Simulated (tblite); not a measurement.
Parent: `[O:1]=[CH:2][CH2:3][SiH2:4][OH:5]` with O1–C2–C3–Si4 68°, C2–C3–Si4–O5 -48°, C3–Si4–O5–H 17°, C2H6O2Si.

Structures optimised with GFN2-xTB, isolated species. One conformer each, not checked by frequencies here.

```tsv
coordinate of the parent	value
O1=C2	1.212 Å
C2–C3	1.465 Å
C3–Si4	1.939 Å
Si4–O5	1.611 Å
O1–C2–C3	124.3°
C2–C3–Si4	105.1°
C3–Si4–O5	106.7°
```

How does the shared frame change in `[O:1]=[C:2]([CH2:3][SiH2:4][OH:5])[c:6]1[cH:7][cH:8][cH:9][s:10]1` with O1–C2–C3–Si4 -67°, C2–C3–Si4–O5 43°, C3–Si4–O5–H -11°, O1–C2–C6–C7 -3°, C6H8O2SSi? Atoms pair as O1 = O1, C2 = C2, C3 = C3, Si4 = Si4, O5 = O5 (parent first).

| parent | relative | value in the relative | change |
| --- | --- | --- | --- |
| O1=C2 | O1=C2 | 1.227 Å | +0.015 |
| C2–C3 | C2–C3 | 1.477 Å | +0.012 |
| C3–Si4 | C3–Si4 | 1.933 Å | -0.006 |
| Si4–O5 | Si4–O5 | 1.612 Å | +0.001 |
| O1–C2–C3 | O1–C2–C3 | 121.6° | -2.7 |
| C2–C3–Si4 | C2–C3–Si4 | 105.6° | +0.5 |
| C3–Si4–O5 | C3–Si4–O5 | 106.8° | +0.1 |

Of the parent's bonds, O1–C2 changes most (+0.015 Å). Bonds of the relative outside the shared frame: C2–C6 1.459, C6–C7 1.373, C7–C8 1.404, C8–C9 1.362, C9–S10 1.712, C6–S10 1.736 Å. Point group C1 → C1.

How does the shared frame change in `[CH3:1][C:2]([CH3:3])([CH3:4])[C:5](=[O:6])[CH2:7][SiH2:8][OH:9]` with C2–C5–C7–Si8 114°, C5–C7–Si8–O9 43°, C7–Si8–O9–H -11°, C6H14O2Si? Atoms pair as O1 = O6, C2 = C5, C3 = C7, Si4 = Si8, O5 = O9 (parent first).

| parent | relative | value in the relative | change |
| --- | --- | --- | --- |
| O1=C2 | O6=C5 | 1.219 Å | +0.007 |
| C2–C3 | C5–C7 | 1.480 Å | +0.015 |
| C3–Si4 | C7–Si8 | 1.931 Å | -0.008 |
| Si4–O5 | Si8–O9 | 1.612 Å | +0.001 |
| O1–C2–C3 | O6–C5–C7 | 120.3° | -4.0 |
| C2–C3–Si4 | C5–C7–Si8 | 106.8° | +1.7 |
| C3–Si4–O5 | C7–Si8–O9 | 107.0° | +0.3 |

Of the parent's bonds, C2–C3 changes most (+0.015 Å). Bonds of the relative outside the shared frame: C1–C2 1.532, C2–C3 1.534, C2–C4 1.530, C2–C5 1.528 Å. Point group C1 → C1.

These are computed values.
